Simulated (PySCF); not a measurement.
## Working with the constants of ZnO

PBE0 constants of ZnO, ³Π (triplet), unpaired electrons σ ↑, π ↑ (basis Zn cc-pVDZ-PP with ECP10, O cc-pVDZ; scalar-relativistic core potentials; PySCF 2.14; masses 63.9291 and 15.9949 u):

```
ωe           : 537.0 cm⁻¹
ωexe         : 5.59 cm⁻¹
Be           : 0.38376 cm⁻¹
αe           : 0.00442 cm⁻¹
De to Zn + O : 1.29 eV
```

Question: What force constant and bond length do these constants imply?

Answer: Reduced mass μred = 12.794 u; k = 5.8918×10⁻⁷·μred·ωe² (u, cm⁻¹, mdyn/Å) = 2.17 mdyn/Å; Re = √(16.8576/(μred·Be)) (u, cm⁻¹, Å) = 1.853 Å.

Question: Estimate the centrifugal constant D from the Kratzer relation and find the Dunham coefficient a1.

Answer: D = 4Be³/ωe² = 7.84e-07 cm⁻¹; a1 = −1 − αeωe/(6Be²) = -3.69.

The state is the lowest determinant that a PBE0 search found; another state may lie lower at other levels.
